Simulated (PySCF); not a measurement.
**Broadened absorption spectrum of C5H6O2Si**

Species: C₅H₆O₂Si.
SMILES: `O=COC1=C[SiH2]C=C1`

Computed with TDDFT PBE0/def2-SVPD, vertical, gas phase, core orbitals frozen in the response in PySCF 2.14.0, density-fitted response routines. One conformer (not necessarily the lowest) at the GFN2-xTB geometry, without solvent, vibrations or thermal averaging. Torsions of this conformer, `[O:1]=[CH:2][O:3][C:4]1=[CH:5][SiH2:6][CH:7]=[CH:8]1`: O1–C2–O3–C4 0°, C2–O3–C4–C5 0°.

Each state is given a Gaussian of 0.5 eV full width at half maximum, with ε(max) = 2.175×10⁸ f / Δν̃ (Δν̃ the width in cm⁻¹). The width is an assumption, not a result. The curve ends short of the highest state used, and states not computed would add to its high-energy end.

```tsv
E (eV)	ε (L mol⁻¹ cm⁻¹)
3.59	2
3.67	8
3.75	26
3.82	62
3.90	146
3.98	298
4.06	528
4.13	775
4.21	1052
4.29	1239
4.37	1267
4.44	1150
4.52	901
4.60	614
4.67	394
4.75	214
4.83	114
4.91	76
4.98	75
5.06	97
5.14	144
5.22	238
5.29	393
5.37	698
5.45	1159
5.53	1732
5.60	2239
5.68	2727
5.76	3119
5.83	3541
```

Problem. Locate the maxima and give the states behind the curve.

Solution. 286 nm (4.34 eV), ε about 1300, made up of S1 (100%) (ε in L mol⁻¹ cm⁻¹; maxima over ε = 5, shares over 10%). At its high-energy end, 5.83 eV, the curve is still rising (ε about 3500, from S3 and S7). The states used: S1 4.34 eV (f 0.024); S2 5.18 eV (f 0.0016); S3 5.72 eV (f 0.047); S4 5.80 eV (f 0.0007); S5 6.11 eV (f 0.0073); S6 6.26 eV (f 0.0000); S7 6.31 eV (f 0.266); S8 6.43 eV (f 0.0013).

Problem. Coming from long wavelengths, where does ε first pass 100 L mol⁻¹ cm⁻¹?

Solution. At about 321 nm (3.86 eV), 0.48 eV below S1.

Problem. On this curve, what absorbance would a 10⁻³ mol/L sample give at 266 nm over a 1 cm path?

Solution. 266 nm is 4.661 eV, where ε is about 420 L mol⁻¹ cm⁻¹, so A = ε c l ≈ 0.42 (Beer–Lambert, with the gas-phase spectrum and the assumed width).

Problem. What would ε be at 4.34 eV, the highest of these maxima, with half the width (0.25 eV)?

Solution. About 2550 L mol⁻¹ cm⁻¹ against 1280, a factor of about 2.00; a lone state at its own centre would give exactly 2.
